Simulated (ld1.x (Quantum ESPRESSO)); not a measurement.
LDA (PZ) ultrasoft dataset for phosphorus (P), fully relativistic all-electron reference.

```
Element                 : phosphorus (P)
Generator               : ld1.x (Quantum ESPRESSO) 7.5
Type                    : ultrasoft
Functional              : LDA (PZ)
Relativity              : fully relativistic
Frozen core             : [Ne]
Valence charge          : 5
Reference configuration : 3s2 3p3
Partial waves           : 3s (bound): rcut 1.30, rcutus 1.50 bohr; 3s channel at -0.2 Ry: rcut 1.30, rcutus 1.50 bohr; 3p (bound): rcut 1.60, rcutus 2.00 bohr; 3p channel at 2.8 Ry: rcut 1.60, rcutus 2.00 bohr
Local potential         : all-electron potential smoothed inside 1.30 bohr (lloc = -1)
Core correction         : Bessel-smoothed model core inside 0.75 bohr
Augmentation charge     : PSQ, inside the norm-conserving radii
```

Open shells are filled in proportion to 2j + 1 (rel_dist='average').

All-electron outer shells of the reference configuration (LDA (PZ), scalar-relativistic, ld1.x):

| shell | level (eV) | outermost node (bohr) | outermost maximum (bohr) |
| --- | --- | --- | --- |
| 2s | -173.14 | 0.14 | 0.42 |
| 2p | -124.52 | – | 0.35 |
| 3s | -14.02 | 0.66 | 1.56 |
| 3p | -5.60 | 0.64 | 1.83 |

What the tests gave:

```json
{
 "Cutoffs needed": "15 Ry and 21 Ry (the cutoffs (Ry, on a coarse ladder) from which the occupation-weighted sum of valence levels, in a spherical-Bessel basis at the reference potential, stays within 10 and 1 mRy of its value at 400 Ry)",
 "Ghost test": "no extra level below or beside the all-electron valence levels (s, p1/2, p3/2, d, f tested) (spherical-Bessel basis up to 400 Ry, 20 bohr box)",
 "Largest excitation error": "+50 meV (all-electron minus pseudo) for 3s1 3p0, out of 7 test configurations",
 "Lowest eigenvalue of the overlap operator": "0.45 (s channel)",
 "Density cutoff estimated by the generator": "120 Ry"
}
```

Generation and tests took about 1.4 s on one core of a shared server CPU.
